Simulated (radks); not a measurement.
The mean radii <r> (bohr) of the occupied orbitals of an atom or ion are listed with their occupations. Calculated with a radial shooting solver on a logarithmic mesh with Libxc functionals: non-relativistic Kohn-Sham, exchange-only LDA, spin-polarised, spherical densities, point nucleus.

| orbital | occ. | <r> |
|---|---|---|
| 1s | 2 | 0.1210 |
| 2s | 2 | 0.6282 |
| 2p | 6 | 0.5994 |

Name the element and its charge. Open shells, if any, are filled with parallel spins first.

Answer. Z = 13, aluminium, charge +3: Al3+ in [Ne]. The 1s radius gives Z: for a bare nucleus <r> = 1.5/Z, 0.1154 bohr for Z = 13, and screening makes it slightly larger (0.1210 here). The occupations add up to 10, and the charge is Z minus that.
